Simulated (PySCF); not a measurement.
# Spin-Hamiltonian simulation

Molecule: SMILES CCCOC(=O)c1ccccc1, C$_{10}$H$_{12}$O$_{2}$.

Geometry:
```csv
atom,x (Å),y (Å),z (Å)
C1,4.295,0.520,-0.073
C2,2.810,0.502,-0.396
C3,2.089,-0.629,0.313
O4,0.719,-0.710,-0.064
C5,-0.128,0.117,0.561
O6,0.216,0.905,1.408
C7,-1.531,-0.049,0.097
C8,-2.514,0.741,0.704
C9,-3.842,0.623,0.309
C10,-4.193,-0.281,-0.694
C11,-3.215,-1.068,-1.302
C12,-1.884,-0.956,-0.908
H13,4.800,1.361,-0.569
H14,4.469,0.623,1.010
H15,4.793,-0.407,-0.402
H16,2.345,1.454,-0.096
H17,2.652,0.394,-1.482
H18,2.156,-0.503,1.405
H19,2.521,-1.603,0.039
H20,-2.208,1.440,1.485
H21,-4.609,1.239,0.785
H22,-5.237,-0.373,-1.004
H23,-3.492,-1.776,-2.087
H24,-1.108,-1.565,-1.373
```

One averaged value for each set of equivalent atoms, one computed conformer, no solvent, non-relativistic. Shieldings: GIAO PBE/pcSseg-1; spin–spin couplings from B3LYP/pcJ-1 (without the spin–dipole term); coordinates at the PBE0-D3(BJ)/def2-SVP level; PySCF 2.14.0 with density-fitted response routines.

Scale: TMS for 1H (σref 31.20) (reference shieldings calculated alike).

Shifts (ppm): H13/H14/H15 0.96, H16/H17 1.76, H18/H19 4.19.
Couplings (Hz): H13–H14, H13–H15, H14–H15: -14.2; H13–H16, H13–H17, H14–H16, H14–H17, H15–H16, H15–H17: 8.5; H13–H18, H13–H19, H14–H18, H14–H19, H15–H18, H15–H19: -0.3; H16–H17: -13.5; H16–H18, H16–H19, H17–H18, H17–H19: 8.1; H18–H19: -11.4.

The 7-spin Hamiltonian (Zeeman plus full scalar coupling among like nuclei) was diagonalised exactly; lines are Lorentzian, 0.5 Hz wide, and the maxima above 3 % are listed with the tallest set to 100.

Question: Give the 1H peak list of this spin system at 60 MHz.

Answer: 
Hz from δ = 0 (height): 259.5 (41), 251.8 (100), 243.8 (55), 127.7 (4), 126.2 (4), 120.4 (9), 119.1 (7), 118.1 (19), 117.9 (18), 113.2 (6), 112.8 (8), 111.8 (10), 111.2 (15), 110.7 (21), 110.1 (27), 109.2 (27), 105.9 (4), 104.7 (8), 104.5 (9), 102.9 (26), 102.0 (22), 101.5 (36), 101.1 (37), 97.7 (5), 95.2 (16), 93.5 (34), 87.2 (9), 85.7 (10), 66.2 (46), 65.0 (75), 64.0 (48), 57.6 (100), 55.0 (23), 50.1 (17), 49.6 (14), 48.6 (30), 46.8 (19)

Question: And at 400 MHz?

Answer: 
Hz from δ = 0 (height): 1684.2 (31), 1676.0 (64), 1668.0 (32), 1667.9 (32), 725.0 (5), 716.7 (19), 708.2 (40), 699.9 (39), 691.7 (23), 683.3 (5), 392.4 (51), 383.9 (100), 375.4 (46)

Question: Among coupled protons with different shifts, which pair is furthest from first order, and how does the field change that?

Answer: H13 and H16: Δν/J is about 5.6 at 60 MHz (intermediate, with clear roofing) and 37.6 at 400 MHz (close to first order). J in Hz doesn't depend on the field, while Δν in Hz grows in proportion to it.

Unscaled 3J(H,H) at this level run about 10 % above measured values. Chain 3J(H,H) values assume equally populated staggered rotamers: (2 J gauche + J anti)/3.
